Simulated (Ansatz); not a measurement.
CH7NO2Si can be A, `NC(O)O[SiH3]`, or B, `OC(O)N[SiH3]`.

Calculated with Ansatz (gas phase, PBE0-D4/def2-TZVP geometries, no zero-point term in ΔE). CCSD(T)/CBS is the MP2 limit (def2-TZVPP, def2-QZVPP) plus CCSD(T) − MP2 in def2-TZVPP, frozen cores. DFT in def2-TZVPP. B3LYP here is the variant with VWN-RPA as its local correlation; programs differ in this. Each species was taken in one conformer, which may not be the lowest.

A:

```xyz
12

N     0.927   -1.784    0.294
C     0.327   -0.515    0.513
O    -1.042   -0.670    0.760
O     0.434    0.338   -0.588
Si   -0.525    1.672   -0.795
H     0.598   -2.167   -0.586
H     1.935   -1.705    0.254
H     0.826   -0.043    1.374
H    -1.139   -1.383    1.399
H    -0.612    2.451    0.470
H     0.163    2.474   -1.835
H    -1.891    1.332   -1.260
```

B:

```xyz
12

O    -0.9771    1.2548    1.0560
C    -0.5120    0.7934   -0.1739
O    -0.2621    1.9367   -0.9515
N     0.6554    0.0069   -0.0026
Si    0.6089   -1.7032    0.2563
H    -1.5828    1.9830    0.8834
H    -1.2757    0.1664   -0.6642
H     0.1512    1.6442   -1.7691
H     1.3796    0.5392    0.4635
H    -0.3190   -2.2703   -0.7561
H     0.1461   -2.1348    1.6045
H     1.9874   -2.2162    0.0537
```

Problem. Which isomer does CCSD(T)/CBS put lower? Give the gap. (Best estimate.)

Solution. Computed: A, by 44.4 kJ/mol.

Problem. Give E(B) − E(A) in kJ/mol with PBE-D4, PBE0-D4, B3LYP-D4, ωB97M-V, MP2/def2-TZVPP, B2PLYP, CCSD(T)/def2-TZVPP. (Estimate.)

Solution. Computed: PBE-D4 39.1, PBE0-D4 40.5, B3LYP-D4 45.2, ωB97M-V 44.6, MP2/def2-TZVPP 44.6, B2PLYP 46.0, CCSD(T)/def2-TZVPP 44.6. None reverses the order clearly.

Largest T1 diagnostic: 0.011.

In def2-TZVPP, CCSD(T) changes the Hartree–Fock value by −7.5 kJ/mol (the triples alone add −0.8 kJ/mol) and MP2 by −7.4 kJ/mol.
